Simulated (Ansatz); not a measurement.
Born–Oppenheimer molecular dynamics of C₃H₉FO₃Si (17 atoms, charge 0, multiplicity 1). It starts from a relaxed structure.

Theory: RKS PBE-D4/STO-3G (Ansatz).

| Item | Value |
| --- | --- |
| ensemble | NVT, Nosé–Hoover chain |
| time step | 0.25 fs |
| steps asked | 166 |
| set temperature | 500 K |
| thermostat | time constant 1 fs, chain length 1 |
| seed | 518676 |

Frames 0.5 fs apart, positions in Å, forces in eV/Å.

Velocities at 27.5 fs (Å/ps):

```
Si 7.66 -1.73 -0.83
F -2.58 -2.62 2.55
O -0.51 -4.03 -3.27
C -0.13 10.50 -2.23
H -12.85 4.52 1.53
H 5.58 -12.57 9.37
H -20.65 34.13 -15.94
O -0.73 -0.04 3.19
C -4.19 9.13 -2.15
H -0.44 7.79 6.19
H -18.23 -2.88 -3.84
H 32.26 11.27 -8.93
O -3.57 -6.51 3.33
C -1.42 -2.49 0.30
H -22.36 -0.19 1.92
H 33.79 -7.65 -21.07
H -17.08 26.88 2.70
```

```xyz
17
Properties=species:S:1:pos:R:3:forces:R:3 time_fs=27.5 energy_less_start_eV=1.075 T=369
Si 0.004 -0.111 -0.392 -3.46 -0.31 3.90
F -0.149 -0.321 1.357 0.46 0.85 -2.36
O 1.423 -0.020 -1.135 3.49 0.31 -1.03
C 2.440 -0.945 -0.665 1.77 -1.20 -0.55
H 2.270 -2.064 -0.749 -0.77 0.57 -0.52
H 3.357 -0.764 -1.312 -0.54 0.02 0.57
H 2.770 -0.885 0.403 -0.20 0.87 0.09
O -0.642 1.478 -0.884 -0.14 -1.52 0.16
C -2.099 1.436 -0.725 -2.08 1.37 0.78
H -2.496 1.463 0.339 0.84 0.43 -0.03
H -2.559 2.370 -1.215 0.74 -0.99 0.34
H -2.707 0.571 -1.076 0.60 -0.38 -1.02
O -0.479 -1.719 -0.852 -1.41 0.13 -0.35
C -1.647 -2.122 -0.025 0.16 0.93 2.20
H -1.460 -1.738 1.064 -0.21 -0.35 -1.32
H -2.691 -1.728 -0.286 0.97 -0.42 -0.46
H -1.653 -3.224 0.060 -0.23 -0.32 -0.41
17
Properties=species:S:1:pos:R:3:forces:R:3 time_fs=28 energy_less_start_eV=1.036 T=421
Si 0.008 -0.112 -0.392 -3.67 -0.35 3.96
F -0.150 -0.322 1.359 0.49 0.85 -2.39
O 1.423 -0.022 -1.137 3.48 0.44 -1.17
C 2.440 -0.940 -0.666 1.59 -1.44 -0.69
H 2.263 -2.062 -0.748 -0.70 0.66 -0.45
H 3.359 -0.770 -1.306 -0.47 0.09 0.46
H 2.759 -0.867 0.395 -0.08 0.81 0.37
O -0.643 1.478 -0.882 -0.12 -1.45 0.14
C -2.101 1.440 -0.726 -1.78 1.40 0.99
H -2.495 1.468 0.342 0.82 0.40 -0.15
H -2.567 2.367 -1.216 0.76 -0.88 0.30
H -2.690 0.576 -1.082 0.35 -0.60 -1.05
O -0.481 -1.722 -0.850 -1.26 0.20 -0.36
C -1.648 -2.123 -0.024 0.43 1.32 2.20
H -1.472 -1.738 1.064 -0.16 -0.33 -1.28
H -2.672 -1.733 -0.298 0.51 -0.25 -0.53
H -1.662 -3.211 0.061 -0.19 -0.88 -0.37
17
Properties=species:S:1:pos:R:3:forces:R:3 time_fs=28.5 energy_less_start_eV=0.998 T=515
Si 0.011 -0.113 -0.392 -3.85 -0.39 3.99
F -0.152 -0.323 1.359 0.51 0.86 -2.41
O 1.424 -0.024 -1.139 3.42 0.58 -1.32
C 2.440 -0.934 -0.667 1.35 -1.63 -0.77
H 2.253 -2.057 -0.749 -0.61 0.72 -0.36
H 3.360 -0.776 -1.299 -0.33 0.17 0.31
H 2.748 -0.845 0.388 0.05 0.73 0.65
O -0.643 1.477 -0.880 -0.10 -1.35 0.13
C -2.104 1.446 -0.727 -1.42 1.31 1.19
H -2.493 1.473 0.345 0.76 0.35 -0.25
H -2.574 2.362 -1.218 0.73 -0.68 0.22
H -2.671 0.580 -1.091 0.12 -0.80 -1.04
O -0.484 -1.726 -0.848 -1.08 0.27 -0.36
C -1.649 -2.124 -0.023 0.77 1.61 2.11
H -1.485 -1.740 1.060 -0.11 -0.27 -1.14
H -2.652 -1.738 -0.311 -0.05 -0.04 -0.62
H -1.672 -3.200 0.061 -0.15 -1.43 -0.32
17
Properties=species:S:1:pos:R:3:forces:R:3 time_fs=29 energy_less_start_eV=0.965 T=612
Si 0.015 -0.114 -0.391 -4.00 -0.42 3.99
F -0.153 -0.324 1.360 0.54 0.86 -2.42
O 1.425 -0.026 -1.142 3.30 0.74 -1.48
C 2.441 -0.929 -0.669 1.07 -1.78 -0.76
H 2.241 -2.050 -0.751 -0.51 0.72 -0.26
H 3.361 -0.783 -1.291 -0.14 0.25 0.13
H 2.735 -0.820 0.381 0.16 0.61 0.87
O -0.644 1.477 -0.878 -0.07 -1.25 0.11
C -2.108 1.452 -0.728 -1.00 1.07 1.36
H -2.488 1.480 0.348 0.66 0.28 -0.33
H -2.580 2.355 -1.218 0.66 -0.39 0.09
H -2.650 0.582 -1.103 -0.09 -0.93 -0.98
O -0.486 -1.730 -0.847 -0.87 0.35 -0.37
C -1.649 -2.125 -0.022 1.14 1.73 1.95
H -1.499 -1.742 1.053 -0.05 -0.18 -0.89
H -2.630 -1.744 -0.327 -0.67 0.21 -0.73
H -1.683 -3.190 0.061 -0.12 -1.87 -0.27
17
Properties=species:S:1:pos:R:3:forces:R:3 time_fs=29.5 energy_less_start_eV=0.941 T=647
Si 0.018 -0.115 -0.391 -4.10 -0.45 3.95
F -0.154 -0.326 1.361 0.56 0.86 -2.42
O 1.427 -0.028 -1.144 3.12 0.93 -1.63
C 2.442 -0.924 -0.671 0.78 -1.87 -0.62
H 2.228 -2.040 -0.754 -0.41 0.68 -0.15
H 3.361 -0.789 -1.282 0.08 0.32 -0.08
H 2.723 -0.792 0.377 0.25 0.48 1.01
O -0.644 1.476 -0.876 -0.02 -1.13 0.09
C -2.111 1.459 -0.728 -0.57 0.65 1.47
H -2.481 1.488 0.350 0.54 0.21 -0.37
H -2.584 2.347 -1.218 0.53 -0.03 -0.08
H -2.628 0.583 -1.118 -0.26 -0.95 -0.86
O -0.489 -1.734 -0.845 -0.64 0.42 -0.37
C -1.650 -2.126 -0.020 1.46 1.63 1.69
H -1.514 -1.744 1.043 0.01 -0.06 -0.54
H -2.608 -1.749 -0.346 -1.28 0.45 -0.84
H -1.695 -3.185 0.059 -0.07 -2.13 -0.23
17
Properties=species:S:1:pos:R:3:forces:R:3 time_fs=30 energy_less_start_eV=0.925 T=591
Si 0.021 -0.117 -0.390 -4.16 -0.47 3.88
F -0.155 -0.327 1.361 0.58 0.86 -2.41
O 1.429 -0.030 -1.147 2.90 1.11 -1.77
C 2.443 -0.919 -0.673 0.53 -1.88 -0.37
H 2.213 -2.030 -0.757 -0.31 0.58 -0.05
H 3.361 -0.795 -1.273 0.31 0.38 -0.27
H 2.711 -0.763 0.374 0.32 0.32 1.02
O -0.645 1.475 -0.874 0.03 -1.02 0.07
C -2.115 1.465 -0.728 -0.17 0.09 1.49
H -2.473 1.497 0.351 0.40 0.13 -0.37
H -2.587 2.338 -1.219 0.39 0.35 -0.26
H -2.608 0.581 -1.135 -0.36 -0.85 -0.68
O -0.492 -1.737 -0.843 -0.41 0.50 -0.37
C -1.650 -2.126 -0.018 1.63 1.31 1.33
H -1.528 -1.747 1.033 0.07 0.09 -0.12
H -2.590 -1.754 -0.366 -1.74 0.62 -0.92
H -1.707 -3.185 0.057 -0.03 -2.13 -0.20
17
Properties=species:S:1:pos:R:3:forces:R:3 time_fs=30.5 energy_less_start_eV=0.911 T=495
Si 0.024 -0.118 -0.388 -4.16 -0.48 3.79
F -0.157 -0.328 1.360 0.59 0.86 -2.39
O 1.431 -0.032 -1.150 2.65 1.29 -1.89
C 2.444 -0.915 -0.675 0.34 -1.81 -0.02
H 2.199 -2.019 -0.760 -0.21 0.44 0.05
H 3.362 -0.799 -1.266 0.50 0.42 -0.43
H 2.700 -0.736 0.375 0.35 0.15 0.92
O -0.645 1.474 -0.872 0.09 -0.91 0.06
C -2.119 1.471 -0.728 0.17 -0.53 1.41
H -2.464 1.505 0.351 0.26 0.06 -0.33
H -2.590 2.332 -1.220 0.24 0.70 -0.43
H -2.589 0.577 -1.152 -0.41 -0.65 -0.46
O -0.495 -1.741 -0.841 -0.19 0.56 -0.37
C -1.649 -2.125 -0.016 1.57 0.83 0.89
H -1.542 -1.749 1.023 0.12 0.25 0.32
H -2.577 -1.756 -0.387 -1.95 0.70 -0.93
H -1.718 -3.190 0.055 0.03 -1.88 -0.18
17
Properties=species:S:1:pos:R:3:forces:R:3 time_fs=31 energy_less_start_eV=0.896 T=417
Si 0.026 -0.119 -0.387 -4.12 -0.48 3.67
F -0.158 -0.328 1.360 0.61 0.86 -2.36
O 1.434 -0.033 -1.153 2.39 1.45 -1.98
C 2.446 -0.911 -0.677 0.25 -1.67 0.36
H 2.186 -2.008 -0.762 -0.13 0.28 0.14
H 3.364 -0.802 -1.260 0.63 0.43 -0.54
H 2.692 -0.711 0.377 0.36 -0.02 0.72
O -0.645 1.473 -0.871 0.14 -0.82 0.05
C -2.122 1.477 -0.728 0.43 -1.12 1.24
H -2.456 1.513 0.350 0.12 -0.01 -0.25
H -2.591 2.327 -1.222 0.12 0.97 -0.57
H -2.574 0.572 -1.168 -0.42 -0.39 -0.23
O -0.497 -1.744 -0.840 0.00 0.62 -0.35
C -1.649 -2.125 -0.014 1.27 0.29 0.38
H -1.554 -1.751 1.015 0.15 0.39 0.72
H -2.569 -1.757 -0.408 -1.91 0.68 -0.83
H -1.728 -3.198 0.052 0.09 -1.47 -0.17
17
Properties=species:S:1:pos:R:3:forces:R:3 time_fs=31.5 energy_less_start_eV=0.882 T=381
Si 0.027 -0.120 -0.385 -4.04 -0.48 3.54
F -0.158 -0.329 1.359 0.62 0.85 -2.32
O 1.437 -0.034 -1.156 2.13 1.60 -2.05
C 2.447 -0.909 -0.678 0.25 -1.47 0.73
H 2.173 -1.997 -0.764 -0.06 0.10 0.21
H 3.368 -0.804 -1.256 0.68 0.43 -0.59
H 2.685 -0.688 0.381 0.36 -0.20 0.48
O -0.646 1.472 -0.869 0.19 -0.75 0.04
C -2.125 1.482 -0.727 0.63 -1.62 0.98
H -2.449 1.520 0.349 -0.02 -0.06 -0.14
H -2.592 2.325 -1.225 0.05 1.14 -0.64
H -2.560 0.567 -1.184 -0.42 -0.10 0.01
O -0.499 -1.746 -0.839 0.16 0.67 -0.33
C -1.648 -2.125 -0.011 0.80 -0.23 -0.16
H -1.564 -1.752 1.008 0.16 0.51 1.05
H -2.567 -1.756 -0.429 -1.66 0.56 -0.63
H -1.737 -3.210 0.050 0.16 -0.96 -0.16
17
Properties=species:S:1:pos:R:3:forces:R:3 time_fs=32 energy_less_start_eV=0.875 T=387
Si 0.028 -0.121 -0.383 -3.92 -0.46 3.38
F -0.159 -0.329 1.358 0.63 0.85 -2.27
O 1.439 -0.035 -1.160 1.85 1.73 -2.09
C 2.448 -0.906 -0.680 0.33 -1.23 1.08
H 2.160 -1.986 -0.765 0.00 -0.09 0.27
H 3.373 -0.804 -1.254 0.65 0.41 -0.58
H 2.679 -0.666 0.385 0.36 -0.38 0.20
O -0.646 1.470 -0.868 0.24 -0.68 0.04
C -2.127 1.486 -0.726 0.78 -2.00 0.63
H -2.441 1.526 0.347 -0.16 -0.11 -0.02
H -2.592 2.325 -1.229 0.03 1.19 -0.65
H -2.548 0.561 -1.200 -0.41 0.19 0.25
O -0.502 -1.749 -0.838 0.31 0.72 -0.31
C -1.647 -2.124 -0.009 0.19 -0.68 -0.70
H -1.574 -1.751 1.005 0.17 0.58 1.27
H -2.568 -1.754 -0.451 -1.26 0.38 -0.35
H -1.746 -3.223 0.047 0.23 -0.40 -0.14
17
Properties=species:S:1:pos:R:3:forces:R:3 time_fs=32.5 energy_less_start_eV=0.882 T=431
Si 0.029 -0.122 -0.380 -3.77 -0.44 3.19
F -0.160 -0.330 1.357 0.63 0.84 -2.21
O 1.443 -0.036 -1.163 1.54 1.86 -2.11
C 2.449 -0.904 -0.681 0.48 -0.96 1.38
H 2.148 -1.975 -0.766 0.07 -0.29 0.32
H 3.379 -0.804 -1.252 0.54 0.37 -0.52
H 2.674 -0.644 0.391 0.35 -0.56 -0.08
O -0.646 1.469 -0.866 0.28 -0.62 0.04
C -2.130 1.490 -0.725 0.87 -2.26 0.20
H -2.434 1.533 0.346 -0.29 -0.14 0.12
H -2.593 2.329 -1.235 0.06 1.12 -0.59
H -2.536 0.556 -1.215 -0.42 0.47 0.48
O -0.504 -1.751 -0.837 0.45 0.76 -0.27
C -1.646 -2.124 -0.007 -0.50 -1.06 -1.18
H -1.584 -1.749 1.005 0.15 0.61 1.36
H -2.573 -1.751 -0.475 -0.76 0.16 0.00
H -1.754 -3.238 0.043 0.31 0.16 -0.12
17
Properties=species:S:1:pos:R:3:forces:R:3 time_fs=33 energy_less_start_eV=0.912 T=501
Si 0.029 -0.123 -0.378 -3.58 -0.41 2.96
F -0.160 -0.330 1.355 0.64 0.83 -2.13
O 1.447 -0.036 -1.168 1.20 1.99 -2.10
C 2.450 -0.902 -0.682 0.70 -0.67 1.64
H 2.134 -1.964 -0.766 0.14 -0.49 0.37
H 3.388 -0.803 -1.252 0.35 0.30 -0.42
H 2.669 -0.622 0.396 0.35 -0.75 -0.37
O -0.647 1.467 -0.864 0.32 -0.57 0.04
C -2.133 1.494 -0.724 0.92 -2.38 -0.31
H -2.426 1.540 0.344 -0.42 -0.18 0.26
H -2.594 2.336 -1.244 0.15 0.94 -0.45
H -2.524 0.552 -1.230 -0.44 0.72 0.70
O -0.506 -1.754 -0.835 0.59 0.80 -0.22
C -1.645 -2.124 -0.006 -1.20 -1.33 -1.57
H -1.594 -1.745 1.008 0.13 0.57 1.28
H -2.580 -1.747 -0.501 -0.23 -0.07 0.39
H -1.762 -3.253 0.039 0.39 0.69 -0.08
```

Of the whole run (42 fs, mean temperature of the second half 500 K): The conserved energy stayed within 0.13 meV per atom of its start (net change 0.052 meV per atom), so the integration is sound. A run of 0.042 ps of so small a system gives no equilibrium averages. Limits of this set-up: minimal basis.

Run time: 7.9 min on 1 thread of Intel(R) Xeon(R) 6975P-C (Granite Rapids) (shared host), peak memory 0.13 GiB.
